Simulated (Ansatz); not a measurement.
Geometry optimisation, UKS r2SCAN/6-31G (Ansatz 0.2.0).

input.yaml

```yaml
crystal:
  periodic: [false, false, false]
  atoms:
    - { symbol: Si, position_ang: [-0.002928, -0.263347, 1.309854] }
    - { symbol: O, position_ang: [0.757901, 1.179132, 0.706205] }
    - { symbol: O, position_ang: [-0.516695, -0.861076, -0.246879] }
    - { symbol: C, position_ang: [-0.334937, -0.233519, -1.72664] }
    - { symbol: H, position_ang: [0.207674, 0.6727, -1.467885] }
    - { symbol: F, position_ang: [1.016456, -1.278794, 2.153269] }
    - { symbol: F, position_ang: [-1.241816, 0.006714, 2.392928] }
    - { symbol: H, position_ang: [1.233568, 1.840274, 1.238552] }
    - { symbol: H, position_ang: [-1.349508, -0.080304, -2.084926] }
    - { symbol: H, position_ang: [0.230384, -0.98178, -2.274377] }
magnetization:
  spin_polarized: true
basis:
  gaussian: { orbitals: "6-31G" }
hamiltonian:
  xc: r2scan
relax:
  f_tol: 0.03
  max_steps: 50
```

Run as:

```bash
$ ansatz run input.yaml --threads 2 --pin off --max-ram 3072MiB --backend cpu --events-out ev --progress --plain --runs-dir out
```

Task: Where does it end, and by what steps?

Result: It converged. Limits of this set-up: no polarisation functions. After 6 steps the energy has fallen by 0.623 eV; H8 moved furthest, 0.19 Å.

```tsv
step	energy less start (eV)	largest force component (eV/Å)	accepted
0	0.0000	3.680	yes
1	-0.4771	1.507	yes
2	-0.5909	0.396	yes
3	-0.6113	0.236	yes
4	-0.5883	1.402	no
5	-0.6205	0.092	yes
6	-0.6227	0.028	yes
```

```xyz
10
Properties=species:S:1:pos:R:3
Si 0.021 -0.199 1.176
O 0.810 1.238 0.840
O -0.514 -0.844 -0.262
C -0.355 -0.294 -1.604
H 0.199 0.649 -1.580
F 1.016 -1.273 1.980
F -1.249 0.030 2.236
H 1.245 1.867 1.428
H -1.354 -0.138 -2.015
H 0.181 -1.036 -2.200
```

Run time: 40 s on 2 threads of Intel(R) Xeon(R) Platinum 8488C (Sapphire Rapids), with other jobs on the host, peak memory 0.26 GiB.
